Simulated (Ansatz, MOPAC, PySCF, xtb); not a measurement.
Pair of molecules: GeH4 (SMILES [GeH4]) (first 5 atoms) with HI (SMILES I); geometry from B3LYP-D3(BJ)/def2-TZVP.
(charge 0, multiplicity 1):
```xyz
7

Ge     0.076     0.156    -0.013
H      1.461     0.068     0.644
H     -0.646    -1.191     0.125
H      0.240     0.504    -1.501
H     -0.745     1.254     0.679
I     -0.215    -0.515     4.107
H      0.544     0.860     3.729
```

Interaction energies are E(AB) − E(A) − E(B) at the monomers' geometry in the complex; basis-set methods are counterpoise corrected. Rows marked so take none.

Rows in STO-3G carry no dispersion term and start afresh at each structure; the Pople sets are all-electron and without relativity. The state reached by AM1 isn't checked.

The values were computed with Ansatz (a quantum-chemistry and plane-wave program); MOPAC for AM1 (differences of heats of formation); PySCF for STO-3G rows, the dispersion terms; xtb for the GFN methods. Each number belongs to the level named beside it. In def2 rows elements past Kr take small-core potentials, without spin–orbit coupling.

Task: One of these levels gives -51.7 meV for the interaction energy. Which one is it?
A. AM1
B. GFN2-xTB
C. HF/STO-3G (no counterpoise)
D. PBE-D3(BJ)/def2-TZVPPD

Result: D, PBE-D3(BJ)/def2-TZVPPD. The others give -8.0 (AM1), -88.2 (GFN2-xTB), 15.4 (HF/STO-3G (no counterpoise))
